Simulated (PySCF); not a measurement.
What does the PBE0-D3(BJ)/def2-SVP structure of `[N+](C)(C)=C/C=C(F)/C=C/N(C)C` look like in three dimensions? (Charge +1.)

```xyz
28
C9H16FN2 angstrom
C     -3.7132   -1.8987   -0.9378
N     -3.3139   -0.5038   -0.9149
C     -4.3474    0.4945   -1.1155
C     -2.0545   -0.1598   -0.7170
C     -0.9879   -1.0286   -0.5150
C      0.3040   -0.5414   -0.3142
F      0.4529    0.7782   -0.3246
C      1.4551   -1.3006   -0.1010
C      2.6888   -0.6877    0.0874
N      3.8393   -1.3011    0.2967
C      3.9177   -2.7492    0.3499
C      5.0697   -0.5550    0.4821
H     -4.7942   -1.9638   -1.1043
H     -3.2006   -2.4377   -1.7498
H     -3.4767   -2.3873    0.0202
H     -5.1136    0.4150   -0.3289
H     -4.8320    0.3515   -2.0936
H     -3.9089    1.4992   -1.0819
H     -1.8551    0.9157   -0.7161
H     -1.1190   -2.1102   -0.5055
H      1.3412   -2.3841   -0.0889
H      2.7348    0.4049    0.0645
H      4.9558   -3.0500    0.5301
H      3.2923   -3.1436    1.1659
H      3.5850   -3.1925   -0.6015
H      5.8010   -0.8244   -0.2955
H      4.8676    0.5211    0.4200
H      5.5069   -0.7777    1.4677
```

Orientation and origin are arbitrary. Atoms count from 1 in this order. The 12 heavy atoms lie in one plane (0.002 Å rms). N2 (nitrogen bonded to 3 C) is planar (angles 121.4°, 121.0° and 117.6°, sum 360.0°, 0.00 Å off the plane of its three neighbours). C5 (alkene CH carbon) is planar (angles 122.0°, 120.9° and 117.2°, sum 360.0°, 0.00 Å off the plane of its three neighbours). C6 (vinylic C–F carbon) is planar (angles 126.6°, 116.7° and 116.7°, sum 360.0°, 0.00 Å off the plane of its three neighbours).

Bonds between heavy atoms (Å): C1–N2 1.451, N2–C3 1.451, N2–C4 1.320, C4=C5 1.390, C5–C6 1.395, C6–F7 1.328, C6=C8 1.395, C8–C9 1.390, C9=N10 1.320, N10–C11 1.451, N10–C12 1.451.

Computed with PBE0-D3(BJ)/def2-SVP geometry optimisation, gas phase (PySCF).

Point group: C2v (every atom within 0.08 Å of its image). Stationary, but not proved a minimum. Torsions: C4–C5–C6–F7 0°, C6–C8–C9–N10 180°.

One conformer stands for the species.
